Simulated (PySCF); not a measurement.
Species: C6H7BO2S.
Geometry (PBE0-D3(BJ)/def2-SVP, Å), atoms numbered from 1 in this order:
```xyz
17
C6H7BO2S angstrom
O     -3.2011    0.4096    0.4188
B     -2.2353    0.0110   -0.4604
O     -2.6258   -0.4240   -1.6877
C     -0.7052    0.0211   -0.1240
C     -0.1854    0.6532    1.0150
C      1.1726    0.6463    1.3085
C      2.0667   -0.0115    0.4527
S      3.7762    0.0074    0.8815
C      1.5713   -0.6466   -0.6935
C      0.2095   -0.6225   -0.9710
H     -2.8573    0.6424    1.2853
H     -3.5847   -0.4111   -1.7771
H     -0.8514    1.1872    1.7021
H      1.5450    1.1535    2.2019
H      4.2129   -0.6973   -0.1823
H      2.2556   -1.1618   -1.3724
H     -0.1632   -1.1181   -1.8709
```

Level: wB97X-D/def2-SVPD in PySCF, non-relativistic, on one gas-phase PBE0-D3(BJ)/def2-SVP geometry that isn't relaxed in the solvent. The solvent is an IEF-PCM continuum (van der Waals radii × 1.2), and excitations are vertical TDDFT with non-equilibrium linear response and a frozen core. Only the electrostatic response of the medium enters.

Gas-phase singlets (H = HOMO, L = LUMO):

```csv
state,E (eV),λ (nm),f,leading configuration
S1,4.968,250,0.010,H→L+1 65%
S2,5.162,240,0.377,H→L 89%
S3,5.331,233,0.001,H→L+3 59%
S4,6.175,201,0.179,H-1→L 63%
S5,6.291,197,0.021,H→L+4 69%
```

Task: What are the lowest 5 singlets in benzene (ε = 2.271)?

Result: 
```
state  E (eV)  λ (nm)      f  leading configuration  change by rank (eV)
   S1   4.977     249  0.031              H→L+1 62%               +0.009
   S2   5.067     245  0.500                H→L 88%               -0.095
   S3   5.416     229  0.001              H→L+3 60%               +0.085
   S4   6.063     204  0.276              H-1→L 64%               -0.112
   S5   6.328     196  0.035              H→L+4 73%               +0.037
```

Task: What are the lowest 5 singlets in water (ε = 78.36)?

Result: 
```tsv
state	E (eV)	λ (nm)	f	leading configuration	change by rank (eV)
S1	5.003	248	0.005	H→L+1 64%	+0.035
S2	5.102	243	0.492	H→L 93%	-0.060
S3	5.557	223	0.001	H→L+3 65%	+0.226
S4	6.106	203	0.248	H-1→L 62%	-0.069
S5	6.407	194	0.042	H→L+4 73%	+0.116
```

Task: The ground-state energy changes by -0.431 eV from gas to water. By how much does the total energy of gas-phase S1 change?

Result: E(S1) = E(S0) + excitation energy, so it changes by -0.431 + 0.035 = -0.396 eV: it is lowered less than the ground state, which is what a blue shift means. This is the vertical state, with the slow part of the continuum still set for S0.

Task: How do the frontier levels move from gas to water?

Result: 
```
orbital  gas (eV)  solvent (eV)  change (eV)
 LUMO+2      1.44          1.57        +0.13
 LUMO+1      1.16          1.22        +0.06
   LUMO      0.64          0.66        +0.02
   HOMO     -8.25         -8.26        -0.01
 HOMO-1     -9.41         -9.37        +0.04
 HOMO-2    -10.65        -10.66        -0.01
 HOMO-3    -11.18        -11.11        +0.07
```

The HOMO–LUMO gap goes from 8.89 to 8.91 eV.

Time: 2.0 min; peak memory 1.4 GiB. Hardware: an Arm Neoverse N1 with one thread, shared host with 64 logical CPUs at a one-minute load of 50. This is the whole response run at wB97X-D/def2-SVPD in water, SCF included.

The pairwise dispersion term of wB97X-D wasn't added to the energies; at a given geometry it leaves orbitals and properties as they are.
